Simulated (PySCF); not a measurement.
Worked example: refractive index and permittivity of the vapour

C₄H₃Cl₂F, SMILES FC(/C=C\Cl)=C/Cl.

The structure is a stationary point at PBE0-D3(BJ)/def2-SVP. The structure was generated by enumeration; whether it is a known compound was not checked. The values are those of a single conformer.

PBE/def2-TZVP (PySCF) gives a mean static polarisability of 82.8 bohr³ and a dipole moment of 1.04 D. Take an ideal gas at 298.15 K and 0.1 bar, whether or not the substance is that volatile.

Work out n − 1 in the optical limit and the static ε − 1.


Polarisability volume α' = 82.8 × 0.148185 = 12.27 Å³. Number density N = p/kT = 2.43e-6 Å⁻³.
Dilute limit of Lorentz–Lorenz: n − 1 = 2π N α' = 0.00019.
Orientation term of Debye: μ²/(3kT) = 8.098 Å³ × μ²(D²) = 8.76 Å³.
ε − 1 = 4π N (α' + μ²/3kT) = 0.00064. Orientation of the dipole supplies 42 % of the static response; it can't follow optical fields. Vibrational polarisation and dispersion are left out.
